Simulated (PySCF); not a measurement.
Input file for PySCF: R-M06-2X/def2-TZVPPD on N2 (SMILES N#N) with ghost functions.

```python
from pyscf import gto, dft

mol = gto.M(
    atom='''
    N     1.20011498   -0.04338340    0.93901748
    N     0.82041372    0.05478646   -0.07873401
    ghost-C    0.86254922   -0.20799046    4.69388083
    ghost-Si   -0.80826403    0.11003255    3.90468832
    ghost-H    1.64090468   -0.28096149    3.93310585
    ghost-H    0.85256855   -1.14032524    5.26140621
    ghost-H    1.12912042    0.60025416    5.37734154
    ghost-H   -0.79315160    1.37732419    3.13397326
    ghost-H   -1.86567085    0.20998596    4.94063946
    ghost-H   -1.17018300   -0.99013059    2.97790949
    ''',
    basis='def2-tzvppd',
    charge=0, spin=0, verbose=4, max_memory=1800)
mf = dft.RKS(mol, xc='m062x').density_fit(auxbasis='def2-universal-jkfit')
mf.grids.level = 4
mf.conv_tol = 1e-9
mf.max_cycle = 150
mf.kernel()
mf.dip_moment()
```

Output:

```
PySCF version 2.14.0

[INPUT] verbose = 4
[INPUT] num. atoms = 10
[INPUT] num. electrons = 14
[INPUT] charge = 0
[INPUT] spin (= nelec alpha-beta = 2S) = 0
[INPUT] symmetry False subgroup None
[INPUT] Mole.unit = angstrom
[INPUT] Symbol           X                Y                Z      unit          X                Y                Z       unit  Magmom
[INPUT]  1 N      1.200114980000  -0.043383400000   0.939017480000 AA    2.267888630188  -0.081982744352   1.774485863379 Bohr   0.0
[INPUT]  2 N      0.820413720000   0.054786460000  -0.078734010000 AA    1.550357239636   0.103531404734  -0.148785715589 Bohr   0.0
[INPUT]  3 GHOST-C   0.862549220000  -0.207990460000   4.693880830000 AA    1.629981794757  -0.393045005922   8.870149230046 Bohr   0.0
[INPUT]  4 GHOST-Si  -0.808264030000   0.110032550000   3.904688320000 AA   -1.527397653037   0.207931384288   7.378791526588 Bohr   0.0
[INPUT]  5 GHOST-H   1.640904680000  -0.280961490000   3.933105850000 AA    3.100860441717  -0.530940267650   7.432492875425 Bohr   0.0
[INPUT]  6 GHOST-H   0.852568550000  -1.140325240000   5.261406210000 AA    1.611121061918  -2.154902396529   9.942616766986 Bohr   0.0
[INPUT]  7 GHOST-H   1.129120420000   0.600254160000   5.377341540000 AA    2.133728355454   1.134315967531  10.161702788847 Bohr   0.0
[INPUT]  8 GHOST-H  -0.793151600000   1.377324190000   3.133973260000 AA   -1.498839299261   2.602765503838   5.922351143110 Bohr   0.0
[INPUT]  9 GHOST-H  -1.865670850000   0.209985960000   4.940639460000 AA   -3.525606945085   0.396815954404   9.336455459619 Bohr   0.0
[INPUT] 10 GHOST-H  -1.170183000000  -0.990130590000   2.977909490000 AA   -2.211325385622  -1.871075642654   5.627433359843 Bohr   0.0

nuclear repulsion = 23.7734132444553
number of shells = 97
number of NR pGTOs = 339
number of NR cGTOs = 261
basis = def2-tzvppd
ecp = {}


******** <class 'pyscf.df.df_jk.DFRKS'> ********
method = DFRKS
initial guess = minao
damping factor = 0
level_shift factor = 0
DIIS = <class 'pyscf.scf.diis.CDIIS'>
diis_start_cycle = 1
diis_space = 8
diis_damp = 0
SCF conv_tol = 1e-09
SCF conv_tol_grad = None
SCF max_cycles = 150
direct_scf = False
XC library pyscf.dft.libxc version 7.1.2
    S. Lehtola, C. Steigemann, M. J. T. Oliveira, and M. A. L. Marques,  SoftwareX 7, 1–5 (2018)
XC functionals = m062x
    Y. Zhao and D. G. Truhlar,  Theor. Chem. Acc. 120, 215 (2008)
    Y. Zhao and D. G. Truhlar,  Theor. Chem. Acc. 120, 215 (2008)
radial grids:
    Treutler-Ahlrichs [JCP 102, 346 (1995); DOI:10.1063/1.469408] (M4) radial grids

becke partition: Becke, JCP 88, 2547 (1988); DOI:10.1063/1.454033
pruning grids: <function nwchem_prune>
grids dens level: 4
symmetrized grids: False
atomic radii adjust function: <function treutler_atomic_radii_adjust>
small_rho_cutoff = 0
Set gradient conv threshold to 3.16228e-05
Initial guess from minao.
tot grids = 207528
******** <class 'pyscf.df.df.DF'> ********
auxbasis = def2-universal-jkfit
init E= -109.655072350307
  HOMO = -0.396248834546714  LUMO = -0.0128310155291858  gap/eV = 10.43333
cycle= 1 E= -109.529734442539  delta_E= 0.125  |g|= 0.171  |ddm|= 1.52
  HOMO = -0.537341183898826  LUMO = 0.00547725894973868  gap/eV = 14.77084
cycle= 2 E= -109.535045857663  delta_E= -0.00531  |g|= 0.0847  |ddm|= 0.454
  HOMO = -0.510523483418112  LUMO = 0.0207606776579689  gap/eV = 14.45698
cycle= 3 E= -109.536338957614  delta_E= -0.00129  |g|= 0.00615  |ddm|= 0.0699
  HOMO = -0.512436882857878  LUMO = 0.0209105140547129  gap/eV = 14.51312
cycle= 4 E= -109.536349096123  delta_E= -1.01e-05  |g|= 0.000824  |ddm|= 0.0247
  HOMO = -0.512359557469237  LUMO = 0.020944406486177  gap/eV = 14.51194
cycle= 5 E= -109.536349183908  delta_E= -8.78e-08  |g|= 0.000638  |ddm|= 0.00208
  HOMO = -0.512382957071084  LUMO = 0.0209397379143734  gap/eV = 14.51245
cycle= 6 E= -109.536349236591  delta_E= -5.27e-08  |g|= 0.000346  |ddm|= 0.000418
  HOMO = -0.5124004525494  LUMO = 0.0209410240634897  gap/eV = 14.51296
cycle= 7 E= -109.536349258365  delta_E= -2.18e-08  |g|= 4.58e-06  |ddm|= 0.000245
  HOMO = -0.512400589672266  LUMO = 0.020941209013728  gap/eV = 14.51297
cycle= 8 E= -109.536349258373  delta_E= -7.93e-12  |g|= 3.41e-07  |ddm|= 2.61e-05
  HOMO = -0.512400596490952  LUMO = 0.0209412085211639  gap/eV = 14.51297
Extra cycle  E= -109.536349258373  delta_E= -3.98e-13  |g|= 7.72e-08  |ddm|= 2.01e-06
converged SCF energy = -109.536349258373
Dipole moment(X, Y, Z, Debye):  0.00081, -0.00004, -0.00189
```

Self-consistency was reached.

Cost: around 60 core-seconds (rough).
